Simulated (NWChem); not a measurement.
CH5NOSi, singlet; SMILES CO[Si]N

```xyz
9

Si     0.7063    -0.8207     0.0000
O      0.6274     0.8534     0.0000
C     -0.4656     1.7222     0.0000
H     -1.1031     1.5885     0.8940
H     -0.1036     2.7622     0.0000
H     -1.1031     1.5885    -0.8940
N     -0.9686    -1.2495     0.0000
H     -1.7797    -0.6372     0.0000
H     -1.2439    -2.2265     0.0000
```
Atoms are numbered in this order, from 1.

Low-valent species are run as closed-shell singlets; no triplet was tried in these runs. The geometry was optimised at PBE0/def2-SVP.

Symmetry labels are those of Cs in the frame above (b1 and b2, or b-type labels, depend on it).

### Question
List the 4 lowest vertical singlet excitations from CAM-B3LYP/def2-SVPD, TDA (NWChem).

### Answer
| state | energy (eV) | oscillator strength | symmetry | leading excitation (squared amplitude) |
|---|---|---|---|---|
| S1 | 5.60 | 0.174 | a" | HOMO → LUMO (0.96) |
| S2 | 6.48 | 0.046 | a' | HOMO → LUMO+1 (0.58) |
| S3 | 6.83 | 0.093 | a' | HOMO−1 → LUMO (0.49) |
| S4 | 6.88 | 0.001 | a" | HOMO−2 → LUMO (0.96) |
